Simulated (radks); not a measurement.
All-electron atom: O4+ in [He] 2s2 (the NIST ground configuration).

Method: scalar-relativistic Kohn-Sham, MS2 meta-GGA, spin-polarised, spherical densities, finite nucleus; meta-GGA in the generalised Kohn-Sham scheme; Fermi nuclear charge, rms radius 2.6991 fm; computed with a radial shooting solver on a logarithmic mesh with Libxc functionals.

Energy parts (eV):
part                     energy
total                 -1862.627
kinetic                1862.891
electron-nucleus      -4018.770
Hartree                 459.191
exchange-correlation   -165.940

Orbitals (lengths in bohr, moments of r in powers of bohr; r(max) is where P^2 peaks):
orbital  occ.  eigenvalue (eV)  r(max)     <r>
1s          2        -624.2976  0.1290  0.1980
2s          2        -103.4184  0.7849  0.9310

The highest occupied level is 2s at -103.42 eV. For comparison, the ionisation energy in NIST's Atomic Spectra Database is 113.90 eV (measured). In exact Kohn-Sham theory the highest level is minus the ionisation energy, but local and semilocal functionals leave it too shallow, through self-interaction and a potential that decays too fast; potentials with the right tail come closer. The electron density at the nucleus is 331.5 e/bohr^3 (large components only). The density falls to 0.001 e/bohr^3 at r = 2.13 bohr.

Empty levels of this run are not shown, since the potential may be unsettled where no density lies.
